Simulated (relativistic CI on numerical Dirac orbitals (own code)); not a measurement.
How well does a small relativistic CI reproduce Ga2+?

Calculated at this level of theory: Dirac-Coulomb-Breit CI, KLI orbitals optimised for each configuration, model QED (radiative potential, 1s self-energy scaled to tabulated hydrogen-like ionisation energies), valence Slater integrals scaled by 0.85, P86 correlation energy added to each configuration (own radial code, finite nucleus).

CI space (outside the closed core [Ar]): 3d10 4s, 3d10 4p, 3d10 4d, 3d10 4f, 3d9 4s2, 3d10 5s, 3d10 5p, 3d10 6s, 3d10 5d, 3d10 6p, 3d9 4s 4p, 3d10 5g, 3d10 5f, 3d10 7s, 3d10 6d, 3d9 4p2. Levels of other configurations are missing.

```
Configuration  Term (tabulated)    J  Measured (cm⁻¹)  Computed  Error  Purity (%)
      3d10 4s                2S  1/2              0.0         0      0         100
      3d10 4p               2P°  1/2          65169.4     63416  -1753         100
      3d10 4p               2P°  3/2          66887.6     64953  -1935         100
      3d9 4s2                2D  5/2         130395.6    124499  -5897          96
      3d9 4s2                2D  3/2         133902.0    127941  -5961          96
      3d10 5s                2S  1/2         140746.8    135801  -4946         100
      3d10 4d                2D  3/2         144086.5    138272  -5814          99
      3d10 4d                2D  5/2         144200.3    138380  -5821          99
      3d10 5p               2P°  1/2         160765.6    155628  -5138         100
      3d10 5p               2P°  3/2         161304.4    156095  -5209         100
      3d10 4f               2F°  5/2         185432.6    181643  -3789          96
      3d10 4f               2F°  7/2         185439.1    181657  -3783          98
      3d10 6s                2S  1/2         187566.5    181921  -5646         100
      3d10 5d                2D  3/2         189187.7    183699  -5488         100
      3d10 5d                2D  5/2         189250.6    183755  -5496         100
      3d10 6p             2P° †  3/2         196173.7    191067  -5107          97
      3d10 6p             2P° †  1/2         196324.6    190866  -5458          97
      3d10 5f               2F°  7/2         207908.5    203935  -3973         100
      3d10 5f               2F°  5/2         207918.8    203949  -3970         100
      3d10 5g                2G  7/2         208254.0    204023  -4231         100
      3d10 5g                2G  9/2         208254.1    204023  -4231         100
      3d10 7s                2S  1/2         209148.0    203603  -5545         100
      3d10 6d                2D  3/2         210020.1    204557  -5463         100
      3d10 6d                2D  5/2         210053.7    204585  -5468         100
```

Measured levels from Shirai, Reader, Kramida and Sugar, J. Phys. Chem. Ref. Data 36, 509 (2007); pairs were made by configuration, J and term (by order where the table uses no LS term), so strongly mixed levels may be paired wrongly.

Mean error by configuration (cm⁻¹): 3d10 4p -1844; 3d9 4s2 -5929; 3d10 5s -4946; 3d10 4d -5817; 3d10 5p -5173; 3d10 4f -3786; 3d10 6s -5646; 3d10 5d -5492; 3d10 5f -3972; 3d10 5g -4231; 3d10 7s -5545; 3d10 6d -5466. Over the excited levels the mean absolute error is 4741 cm⁻¹ (23 of the 27 excited levels that our extract of the source holds in range could be paired, and the others can miss by more), and the median relative error of those above 1,000 cm⁻¹ is 2.9 %. † marks terms whose computed intervals miss the measured ones by more than a factor of 2.5, or configurations far off the rest, from wrong mixing, a near crossing or a doubtful label or measurement; they are left out of the means.
